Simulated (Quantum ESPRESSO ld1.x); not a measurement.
Q: Sm2+, 60 electrons, occupied as [Xe] 4f6. Calculated with ld1.x of Quantum ESPRESSO 7.5: scalar-relativistic Kohn-Sham, exchange-only LDA, spin-polarised, spherical densities, point nucleus; open shells are filled with parallel spins first. Some entries of the table are withheld. Estimate them.

orbital  occ.  eigenvalue (eV)  <r> (bohr)  <1/r> (bohr^-1)
1s down     1         -46644.5     0.02276            68.77
1s up       1         -46644.5     0.02276            68.77
2s up       1         -7631.76     0.09707            15.92
2s down     1         -7631.70     0.09707            15.92
2p up       3         -6811.88     0.08550            14.94
2p down     3         -6811.84     0.08550            14.95
3s up       1         -1680.60      0.2553            5.819
3s down     1         -1678.57      0.2552            5.824
3p up       3         -1424.31      0.2536            5.487
3p down     3         -1422.29      0.2534            5.492
3d up       5         -1076.32      0.2312            5.210
3d down     5         -1074.74      0.2310            5.215
4s up       1         -344.259      0.5798            2.447
4s down     1         -339.249      0.5796            2.448
4p up       3         -260.027      0.6141            2.251
4p down     3         -255.013      0.6139            2.252
4d up       5         -141.849         (1)            1.974
4d down     5         -136.860         (2)            1.973
5s up       1         -56.4600       1.401           0.9468
5s down     1         -53.3779       1.423           0.9292
5p up       3         -36.1279       1.640           0.7975
5p down     3         -33.7403       1.679           0.7758
4f up       6         -15.8338      0.9793              (3)
4f down     0         -11.5172       1.067              (4)

A: 
(1) 4d up <r> (bohr): 0.6717
(2) 4d down <r> (bohr): 0.6722
(3) 4f up <1/r> (bohr^-1): 1.374
(4) 4f down <1/r> (bohr^-1): 1.315
